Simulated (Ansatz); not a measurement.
Consider the formal hydrolysis of a Ge–Se bond: `[F][GeH]([F])[SeH]` + H₂O → `[OH][GeH]([F])[F]` + H₂Se.

Computed with Ansatz on PBE0-D4/def2-TZVP structures; ΔE is electronic, products minus reactants. CCSD(T)/CBS is the MP2 limit (def2-TZVPP, def2-QZVPP) plus CCSD(T) − MP2 in def2-TZVPP, frozen cores. This one scheme is used for every species. Functionals use def2-TZVPP. B3LYP here is the variant with VWN-RPA as its local correlation; programs differ in this. For Ge, Se outer-core shells are correlated without core-valence functions, which leaves a few kJ/mol of doubt a bond. Scalar relativity is left out up to krypton. One conformer a species, not always the lowest.

`[F][GeH]([F])[SeH]`:

```xyz
6

F    -0.373   -0.823    1.866
Ge   -0.337   -0.318    0.219
F     0.030   -1.752   -0.667
Se    1.400    1.212    0.085
H    -1.734    0.128   -0.211
H     1.013    1.553   -1.292
```

H₂O:

Z-matrix (Å, degrees):
```
O
H 1 0.960
H 1 0.960 2 105.1
```

`[OH][GeH]([F])[F]`:

```xyz
6

O    -0.181   -1.113   -0.819
Ge   -0.037    0.121    0.401
F    -0.983    1.484   -0.053
F     1.572    0.732    0.406
H     0.065   -0.821   -1.701
H    -0.436   -0.403    1.767
```

H₂Se:

Z-matrix (Å, degrees):
```
Se
H 1 1.467
H 1 1.467 2 91.2
```

```csv
level,ΔE (kJ/mol),difference from CCSD(T)/CBS
revPBE-D4,18.8,7.0
BHLYP-D4,9.2,-2.6
CAM-B3LYP-D4,3.3,-8.5
PBE,16.1,4.3
PBE0,14.6,2.8
B3LYP,7.3,-4.5
MP2/def2-SVP,-9.1,-20.9
HF/def2-TZVPP,-5.2,-17.0
CCSD/def2-TZVPP,2.5,-9.3
SCS-MP2/def2-QZVPP,5.6,-6.2
CCSD(T)/CBS,11.8,0
```

Largest T1 diagnostic among the species: 0.012.

The D4 term adds +4.5 kJ/mol with B3LYP and +2.4 kJ/mol with PBE0; it sums over pairs of atoms, weighted by their polarisabilities, and B3LYP, whose exchange is more repulsive, gets the larger term. From BLYP to BHLYP (50 % exact exchange), in def2-TZVPP and without D4, ΔE moves by −4.7 kJ/mol.
